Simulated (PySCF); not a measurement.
Ge(H)2(OEt)(NH2) (C2H9GeNO), SMILES C(C)[O][GeH2][NH2].

Geometry optimised at PBE-D3(BJ)/def2-SVP. Other conformers were not sampled.

All values below come from PySCF with PBE-D3(BJ)/def2-SVP.

Frequencies are harmonic and unscaled.

Computed harmonic wavenumbers and intensities:
| mode | ν (cm⁻¹) | IR (km/mol) | moving atoms (share of kinetic energy) |
|---|---|---|---|
| 1 | 41 | 1.3 | C 35 %, H 34 %, O 17 %, N 14 % |
| 2 | 97 | 4.0 | H 43 %, N 22 %, C 16 %, O 14 % |
| 3 | 150 | 1.3 | O 31 %, C 24 %, H 24 %, N 16 % |
| 4 | 166 | 18.6 | H 81 %, O 9 % |
| 5 | 252 | 2.8 | H 77 % |
| 6 | 294 | 11.5 | H 40 %, O 34 %, N 11 %, Ge 8 % |
| 7 | 327 | 2.8 | C 51 %, H 28 %, Ge 21 % |
| 8 | 436 | 124.6 | H 74 %, N 24 % |
| 9 | 498 | 30.9 | H 85 % |
| 10 | 639 | 25.1 | H 62 %, O 23 %, C 8 % |
| 11 | 673 | 24.3 | H 35 %, N 34 %, O 21 %, Ge 9 % |
| 12 | 683 | 47.5 | H 33 %, N 29 %, O 21 %, Ge 14 % |
| 13 | 764 | 164.0 | H 93 % |
| 14 | 792 | 3.3 | H 92 % |
| 15 | 814 | 84.9 | H 98 % |
| 16 | 882 | 36.5 | H 86 %, N 12 % |
| 17 | 915 | 23.2 | H 44 %, C 31 %, O 24 % |
| 18 | 1073 | 60.4 | C 56 %, H 30 %, O 14 % |
| 19 | 1098 | 132.6 | C 47 %, H 27 %, O 26 % |
| 20 | 1133 | 2.9 | H 60 %, C 37 % |
| 21 | 1251 | 2.0 | H 92 % |
| 22 | 1324 | 1.8 | H 80 %, C 20 % |
| 23 | 1364 | 39.5 | H 70 %, C 29 % |
| 24 | 1401 | 6.0 | H 97 % |
| 25 | 1425 | 1.9 | H 95 % |
| 26 | 1451 | 3.0 | H 92 % |
| 27 | 1490 | 19.7 | H 91 %, N 9 % |
| 28 | 2057 | 116.7 | H 99 % |
| 29 | 2088 | 140.3 | H 99 % |
| 30 | 2889 | 65.8 | H 94 % |
| 31 | 2945 | 31.1 | H 91 %, C 9 % |
| 32 | 2973 | 20.3 | H 97 % |
| 33 | 3069 | 19.9 | H 91 %, C 9 % |
| 34 | 3070 | 20.1 | H 90 %, C 10 % |
| 35 | 3465 | 13.4 | H 96 % |
| 36 | 3568 | 17.6 | H 91 %, N 9 % |
